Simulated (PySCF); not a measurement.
H3Cl2GeN, SMILES [NH2][GeH]([Cl])[Cl], singlet, PBE0/def2-SVP optimised geometry.

```
7

Ge    -0.85    -0.73     0.00
N     -1.35    -1.83    -1.34
Cl     1.30    -0.73     0.00
Cl    -1.61    -1.62     1.81
H     -1.30     0.73     0.00
H     -0.95    -1.65    -2.26
H     -2.34    -2.07    -1.40
```

Density from PBE0/def2-TZVP in PySCF 2.14.0 at that geometry.

Minimum of the electron density along straight lines between bonded atoms, close to the bond critical point (lines longer than 1.1 times the sum of covalent radii, or with two minima, are not listed):

```csv
bond,length / Å,ρ at the minimum / e bohr⁻³,∇²ρ there / e bohr⁻⁵,position (fraction from the first atom)
Ge1–N2,1.803,?,?,0.47
Ge1–Cl3,2.150,0.106,0.17,0.43
Ge1–Cl4,2.150,0.106,0.17,0.43
Ge1–H5,1.534,0.138,?,0.59
N2–H6,1.015,0.331,-1.63,0.74
N2–H7,1.015,0.331,-1.63,0.74
```

Problem. Complete the blanks.

Solution. 
- Ge1–N2, ρ at the minimum / e bohr⁻³: 0.151
- Ge1–N2, ∇²ρ there / e bohr⁻⁵: 0.46
- Ge1–H5, ∇²ρ there / e bohr⁻⁵: 0.02
